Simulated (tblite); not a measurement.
Species: GeH7NSSi.
Bonds: N1–Ge2, Ge2–S3, S3–Si4. Hydrogens: H5, H6 on N1; H7, H8 on Ge2; H9, H10, H11 on Si4.

Computed with GFN2-xTB (tblite), gas phase: L-BFGS steps from a force-field or distance-geometry start until the largest atomic force falls under 0.01 eV/Å.

Step 33: E = -365.9046 eV
```
atom  x, y, z in Å  |  force x, y, z in eV/Å
N1     -1.5916    0.5083   -0.8034    0.000  -0.034  -0.024
Ge2    -1.1328   -0.5666    0.5867    0.135  -0.004  -0.075
S3      0.7303    0.2431    1.4383   -0.063  -0.002   0.086
Si4     2.0742    0.1858   -0.2407    0.025  -0.016  -0.014
H5     -1.6807    1.4959   -0.6108   -0.021   0.022   0.003
H6     -2.3806    0.2107   -1.3580   -0.023   0.037   0.002
H7     -2.1236   -0.6758    1.7254   -0.018   0.024   0.036
H8     -0.9505   -1.9215   -0.0555    0.002  -0.017   0.015
H9      1.4106   -0.4499   -1.3679   -0.020  -0.017  -0.047
H10     3.2126   -0.5958    0.2242    0.008   0.001   0.010
H11     2.4375    1.5685   -0.5243   -0.024   0.005   0.007
```

Step 34: E = -365.9057 eV
```
atom  x, y, z in Å  |  force x, y, z in eV/Å
N1     -1.5899    0.5072   -0.8059    0.022   0.027  -0.010
Ge2    -1.1281   -0.5665    0.5831    0.099  -0.031  -0.041
S3      0.7279    0.2453    1.4436   -0.038   0.006   0.070
Si4     2.0686    0.1853   -0.2385    0.039  -0.008  -0.049
H5     -1.6716    1.4955   -0.6065   -0.035  -0.031  -0.030
H6     -2.3830    0.2135   -1.3565   -0.026   0.050   0.004
H7     -2.1236   -0.6735    1.7191   -0.013   0.016   0.029
H8     -0.9397   -1.9230   -0.0541   -0.002  -0.013   0.013
H9      1.4028   -0.4533   -1.3661    0.000   0.005  -0.010
H10     3.2098   -0.5970    0.2220   -0.010   0.013   0.008
H11     2.4323    1.5693   -0.5262   -0.035  -0.033   0.016
```

Step 35: E = -365.9064 eV
```
atom  x, y, z in Å  |  force x, y, z in eV/Å
N1     -1.5906    0.5076   -0.8088    0.036  -0.008  -0.011
Ge2    -1.1242   -0.5670    0.5784    0.038  -0.032  -0.003
S3      0.7255    0.2429    1.4462    0.016   0.017   0.043
Si4     2.0682    0.1846   -0.2375    0.024  -0.005  -0.046
H5     -1.6736    1.4937   -0.6031   -0.039   0.004  -0.031
H6     -2.3864    0.2150   -1.3560   -0.025   0.050   0.003
H7     -2.1204   -0.6662    1.7176    0.000   0.005   0.004
H8     -0.9363   -1.9254   -0.0531   -0.004  -0.017   0.005
H9      1.4034   -0.4546   -1.3670    0.009   0.016   0.009
H10     3.2101   -0.5978    0.2218   -0.016   0.017   0.008
H11     2.4297    1.5700   -0.5246   -0.038  -0.046   0.019
```

**Question.** Estimate the geometry and energy of step 36. (The exact step hangs on the optimiser's Hessian estimate; all steps are aligned on step 35, rigid shifts and turns removed.)

**Answer.** E = -365.9069 eV, largest force 0.053 eV/Å
```
atom  x, y, z in Å  |  force x, y, z in eV/Å
N1     -1.5890    0.5074   -0.8106    0.028  -0.002  -0.012
Ge2    -1.1210   -0.5683    0.5761    0.000  -0.017   0.023
S3      0.7238    0.2436    1.4488    0.049   0.017   0.011
Si4     2.0668    0.1844   -0.2376   -0.001  -0.009  -0.019
H5     -1.6723    1.4933   -0.6027   -0.032  -0.002  -0.029
H6     -2.3875    0.2172   -1.3555   -0.018   0.042   0.007
H7     -2.1170   -0.6639    1.7180    0.008  -0.002  -0.017
H8     -0.9338   -1.9270   -0.0539   -0.003  -0.021   0.002
H9      1.4014   -0.4551   -1.3667    0.010   0.015   0.010
H10     3.2075   -0.5983    0.2226   -0.008   0.013   0.009
H11     2.4265    1.5695   -0.5246   -0.033  -0.035   0.016
```

The energy changes by -0.0004 eV. The first-order estimate −F·Δx gives -0.0006 eV and the mean of the old and new forces, exact on a quadratic surface, -0.0004 eV. The step makes an angle of 65° with the force vector and moves no atom by more than 0.004 Å.

The cost below is that of the whole relaxation. Time: 1.2 s of wall time. Hardware: one thread of an Arm Neoverse N1, no GPU, shared host.
